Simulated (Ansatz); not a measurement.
Gas-phase electronic energies from Ansatz, PBE0-D4/def2-TZVP geometries. CBS: MP2 limit from def2 TZ/QZ plus the TZ coupled-cluster correction, frozen cores. This one scheme is used for every species. DFT in def2-TZVPP. B3LYP here is the variant with VWN-RPA as its local correlation; programs differ in this. One conformer a species, not always the lowest.

Consider the formal exchange of groups at the Si–O bond: `N[Si@H](Cl)O[Si@@H](N)O` + ethylene → `C=C[Si@@H](N)O[Si@H](N)Cl` + H₂O.

`N[Si@H](Cl)O[Si@@H](N)O`:

Cartesian coordinates in Å:
```
N 0.176 -0.246 2.162
Si -0.632 -0.977 0.855
O -2.123 -1.475 1.299
O -0.714 0.169 -0.316
Si 0.150 1.142 -1.271
N 1.166 0.229 -2.274
Cl 1.408 2.352 -0.168
H 0.375 -0.750 3.010
H 0.835 0.498 2.000
H -0.020 -2.197 0.288
H -2.648 -0.847 1.800
H -0.807 2.052 -1.929
H 0.821 -0.558 -2.798
H 2.014 0.609 -2.657
```

`C=C`:

Z-matrix (Å, degrees):
```
C
C 1 1.323
H 1 1.085 2 121.7
H 1 1.085 2 121.7 3 -180.0
H 2 1.085 1 121.7 3 -0.0
H 2 1.085 1 121.7 3 -180.0
```

`C=C[Si@@H](N)O[Si@H](N)Cl`:

Z-matrix (Å, degrees):
```
Si
C 1 1.850
O 1 1.654 2 105.4
N 1 1.704 2 108.7 3 -124.2
H 1 1.483 2 113.6 3 117.0
C 2 1.330 1 123.2 3 0.1
H 2 1.089 1 118.4 3 180.0
Si 3 1.613 1 142.4 2 176.3
H 4 1.007 1 121.0 2 42.3
H 4 1.007 1 120.5 2 -168.9
H 6 1.087 2 122.3 1 179.8
H 6 1.086 2 121.3 1 -0.3
N 8 1.695 3 108.6 1 138.2
Cl 8 2.079 3 107.0 1 14.7
H 8 1.475 3 113.4 1 -100.8
H 13 1.007 8 119.8 3 167.5
H 13 1.008 8 120.5 3 -46.7
```

H₂O:

Cartesian coordinates in Å:
```
O 0.356 0.073 0.140
H 0.114 -0.561 -0.538
H -0.470 0.488 0.399
```

CCSD(T)/CBS gives +104.2 kJ/mol.

Task: Another level gave +113.9 kJ/mol. Which?
A. HF/def2-TZVPP
B. B3LYP/def2-TZVPP
C. PBE0-D4/def2-TZVPP
D. ωB97X-V/def2-TZVPP

Result: B. B3LYP 113.9, PBE0-D4 98.8, ωB97X-V 106.5, HF/def2-TZVPP 125.7 kJ/mol.

Largest T1 diagnostic among the species: 0.011.

The D4 term adds −7.9 kJ/mol with B3LYP and −4.9 kJ/mol with PBE0; it sums over pairs of atoms, weighted by their polarisabilities, and B3LYP, whose exchange is more repulsive, gets the larger term. From PBE to PBE0 (25 % exact exchange), in def2-TZVPP and without D4, ΔE moves by +3.4 kJ/mol. In def2-TZVPP, CCSD(T) changes the Hartree–Fock value by −20.3 kJ/mol (the triples alone add −3.4 kJ/mol) and MP2 by −21.2 kJ/mol.
